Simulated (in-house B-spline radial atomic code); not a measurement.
## Excitations of W6+ by several methods

Full response, energies in eV; labels give the largest channel, * marks a mixed state, a dash one above the method's threshold, and an imaginary frequency an unstable closed-shell reference. Computed with an all-electron radial atomic-structure program (B-spline basis): linear response of the closed shell [Xe] 4f14 with each method's own kernel (bare exchange for TDHF, static screening on G0W0 levels for BSE, the adiabatic kernel for functionals); scalar-relativistic (spin-free one-electron X2C), finite nucleus, no spin-orbit coupling, no double excitations, S, P, D and F terms only; shells from n = 3 respond. Only terms of natural parity with L up to 3 were computed.

Spin-orbit coupling is strong here, so these LS terms don't match observed levels.

```json
{"method": "TDHF", "4f → 5d 3P": "?", "4f → 5d 3F": "?", "4f → 5d 1F": "?", "α (bohr³)": "?"}
{"method": "BSE on G0W0@HF", "4f → 5d 3P": "39.50", "4f → 5d 3F": "40.89", "4f → 5d 1F": "41.78", "α (bohr³)": "1.992"}
{"method": "LDA VWN5", "4f → 5d 3P": "37.57", "4f → 5d 3F": "37.96", "4f → 5d 1F": "38.60", "α (bohr³)": "2.034"}
{"method": "PBE", "4f → 5d 3P": "37.34", "4f → 5d 3F": "37.74", "4f → 5d 1F": "38.47", "α (bohr³)": "2.046"}
{"method": "PBE0", "4f → 5d 3P": "38.50", "4f → 5d 3F": "39.27", "4f → 5d 1F": "40.08", "α (bohr³)": "2.037"}
{"method": "B3LYP (VWN-RPA)", "4f → 5d 3P": "38.10", "4f → 5d 3F": "38.78", "4f → 5d 1F": "39.53", "α (bohr³)": "2.039"}
{"method": "CAM-B3LYP", "4f → 5d 3P": "37.96", "4f → 5d 3F": "38.63", "4f → 5d 1F": "39.37", "α (bohr³)": "2.041"}
{"method": "LC-wPBE", "4f → 5d 3P": "37.15", "4f → 5d 3F": "37.59", "4f → 5d 1F": "38.32", "α (bohr³)": "2.05"}
{"method": "wB97X", "4f → 5d 3P": "38.26", "4f → 5d 3F": "38.92", "4f → 5d 1F": "39.67", "α (bohr³)": "2.044"}
{"method": "HSE06", "4f → 5d 3P": "38.44", "4f → 5d 3F": "39.22", "4f → 5d 1F": "40.03", "α (bohr³)": "2.041"}
{"method": "BHandHLYP", "4f → 5d 3P": "?", "4f → 5d 3F": "?", "4f → 5d 1F": "?", "α (bohr³)": "?"}
{"method": "BLYP", "4f → 5d 3P": "37.09", "4f → 5d 3F": "37.47", "4f → 5d 1F": "38.17", "α (bohr³)": "2.048"}
{"method": "PBEsol", "4f → 5d 3P": "37.44", "4f → 5d 3F": "37.86", "4f → 5d 1F": "38.56", "α (bohr³)": "2.04"}
{"method": "BP86", "4f → 5d 3P": "37.49", "4f → 5d 3F": "37.87", "4f → 5d 1F": "38.59", "α (bohr³)": "2.041"}
{"method": "LDA exchange-only", "4f → 5d 3P": "36.91", "4f → 5d 3F": "37.39", "4f → 5d 1F": "38.08", "α (bohr³)": "2.05"}
{"method": "B97-1", "4f → 5d 3P": "38.37", "4f → 5d 3F": "39.08", "4f → 5d 1F": "39.83", "α (bohr³)": "2.038"}
{"method": "RPBE", "4f → 5d 3P": "37.31", "4f → 5d 3F": "37.72", "4f → 5d 1F": "38.46", "α (bohr³)": "2.048"}
{"method": "OLYP", "4f → 5d 3P": "37.92", "4f → 5d 3F": "38.42", "4f → 5d 1F": "39.17", "α (bohr³)": "2.03"}
```

Problem. What does TDHF give?

Solution. 4f → 5d 3P: -; 4f → 5d 3F: -; 4f → 5d 1F: 44.48; α: 2.028 (eV, bohr³).

Problem. What does BHandHLYP give?

Solution. 4f → 5d 3P: 39.37; 4f → 5d 3F: 40.47; 4f → 5d 1F: 41.37; α: 2.033 (eV, bohr³).
